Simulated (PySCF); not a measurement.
Molecule: `C(=O)(Cl)c1ccsc1`, C5H3ClOS.

Atom-mapped SMILES (the numbers label the heavy atoms): `[O:1]=[C:2]([Cl:3])[c:4]1[cH:5][cH:6][s:7][cH:8]1`. Hydrogens are named by the atom that carries them.

Geometry PBE0-D3(BJ)/def2-SVP throughout; GIAO in PySCF, gas phase, one conformer, non-relativistic; equivalent atoms averaged; functional PBE0.

For orientation, IGLO-III gives these absolute shieldings σ: O1 -212.6, C2 12.4, C8 33.1, C4 37.2, C5 47.1, S7 246.0, H(C8) 22.77, H(C5) 23.57, H(C6) 24.05 ppm.

A run gave: O1 -175.5, C2 34.6, C8 54.7, C4 59.6, C5 69.5, S7 327.5, H(C8) 23.16, H(C5) 23.77, H(C6) 24.21 ppm (absolute shieldings σ).

**Question.** Which basis set was used in that run?
A. aug-cc-pVDZ
B. def2-SVP
C. def2-TZVP
D. cc-pVDZ
E. cc-pVTZ

**Answer.** D. C2 tells them apart best: cc-pVDZ gives 34.6, def2-TZVP gives 18.0, def2-SVP gives 31.1, aug-cc-pVDZ gives 31.5, cc-pVTZ gives 20.1 ppm.
